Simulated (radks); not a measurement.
The numbers below are computed, except where a source is named.
All-electron atom: Nb XL in [He]. Level of theory: non-relativistic Kohn-Sham, PBE, spin-polarised, spherical densities, point nucleus; relativity is left out, which matters for an element this heavy (a radial shooting solver on a logarithmic mesh with Libxc functionals).

Normalised radial functions P(r) = r R(r), r in bohr:

```
   r/bohr * 1s (the largest magnitude, 4.68, reaches the edge; | marks zero)
  0.00282 |              *
 0.003283 |                 *
 0.003821 |                   *
 0.004449 |                      *
 0.005179 |                         *
 0.006029 |                            *
 0.007019 |                               *
 0.008171 |                                   *
 0.009513 |                                      *
  0.01107 |                                          *
  0.01289 |                                              *
  0.01501 |                                                 *
  0.01747 |                                                   *
  0.02034 |                                                     *
  0.02368 |                                                      *
  0.02757 |                                                      *
  0.03184 |                                                    *
  0.03706 |                                                 *
  0.04315 |                                            *
  0.05023 |                                       *
  0.05848 |                                *
  0.06808 |                         *
  0.07925 |                  *
  0.09226 |            *
   0.1074 |       *
    0.125 |    *
   0.1456 | *
```

1s: eigenvalue -21920 eV, 0 radial nodes, <r> = 0.0369 bohr, 90 % of the charge inside 0.0656 bohr.
